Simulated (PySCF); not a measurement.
A structure optimised at PBE-D3(BJ)/def2-TZVP, used in a PySCF frequency run:

```xyz
4

F     -0.0307     0.4771    -1.2072
S      0.1100    -0.4794     0.0000
F     -0.0307     0.4771     1.2072
H     -1.2062    -0.9180     0.0000
```
Charge +1, spin multiplicity 1.

Write its SMILES, formula and point group.

F[SH+]F, F2HS, Cs

What are its rotational constants (standard atomic weights)?

27.037, 8.8416, 6.9913 GHz
